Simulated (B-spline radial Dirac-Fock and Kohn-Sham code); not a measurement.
**Core-level shifts of antimony with charge state**

Model: multi-electron Dirac-Fock with separately optimised hole states, Breit and Lamb-shift corrections added in first order. Program: a B-spline atomic structure program. Each ion is free and in its tabulated ground configuration. No correlation.

Reference: Sb²⁵⁺, [Ar] 3d8, with K 31423.6 eV, L1 5612.5 eV, L2 5294.7 eV, M1 1767.4 eV. Shifts from it, in eV (a dash: the subshell is empty, belongs to an open shell averaged over j, or its hole state is left out as unreliable):

| ion | configuration | K | L1 | L2 | M1 |
| --- | --- | --- | --- | --- | --- |
| Sb²⁶⁺ | [Ar] 3d7 | +96.3 | +94.2 | +94.9 | +71.6 |
| Sb²⁷⁺ | [Ar] 3d6 | +195.1 | +190.4 | +192.1 | +144.5 |
| Sb²⁸⁺ | [Ar] 3d5 | +296.2 | +288.8 | +291.4 | +218.5 |
| Sb²⁹⁺ | [Ar] 3d4 | +399.8 | +389.2 | +392.8 | +293.7 |
| Sb³⁰⁺ | [Ar] 3d3 | +505.7 | +491.6 | +496.4 | +370.1 |
| Sb³¹⁺ | [Ar] 3d2 | ? | ? | ? | ? |
| Sb³²⁺ | [Ar] 3d1 | +724.6 | +702.7 | +710.0 | +526.4 |
| Sb³³⁺ | [Ne] 3s2 3p6 | +837.7 | +811.2 | +820.0 | +606.3 |
| Sb³⁴⁺ | [Ne] 3s2 3p5 | +955.7 | +912.7 | +923.6 | +677.9 |
| Sb³⁵⁺ | [Ne] 3s2 3p4 | +1075.7 | +1015.6 | +1028.7 | +750.3 |

Question: Give the missing shifts for Sb³¹⁺.

Answer: K +614.0, L1 +596.1, L2 +602.1, M1 +447.7 (eV).

Values without a named source are computed, but for edge energies of neutral atoms, which are taken from tables.
